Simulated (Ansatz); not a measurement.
Two isomers of C2H8OSi2: A = `[SiH3]C[SiH]1CO1`, B = `O[Si]1([SiH3])CC1`.

Program: Ansatz. Geometries: PBE0-D4/def2-TZVP. ΔE: electronic, gas phase. CCSD(T)/CBS adds triple-zeta CCSD(T) − MP2 to the extrapolated MP2 energy (def2 sets, frozen cores). Functionals use def2-TZVPP. B3LYP here is the variant with VWN-RPA as its local correlation; programs differ in this. Each species was taken in one conformer, which may not be the lowest.

Task: Which is lower in electronic energy at CCSD(T)/CBS, and by how much? (An estimate is asked.)

Result: Computed: B, by 44.8 kJ/mol.

Task: Give E(B) − E(A) in kJ/mol with CCSD/def2-TZVPP, PBE-D4, r2SCAN-D4, MP2/def2-TZVPP, ωB97M-V, B2PLYP, B3LYP. (Best estimate.)

Result: Computed: CCSD/def2-TZVPP -44.5, PBE-D4 -50.2, r2SCAN-D4 -45.9, MP2/def2-TZVPP -43.3, ωB97M-V -40.4, B2PLYP -42.0, B3LYP -43.2. None reverses the order clearly.

Largest T1 diagnostic: 0.013.

From PBE to PBE0 (25 % exact exchange), in def2-TZVPP and without D4, E(B) − E(A) moves by −3.0 kJ/mol.
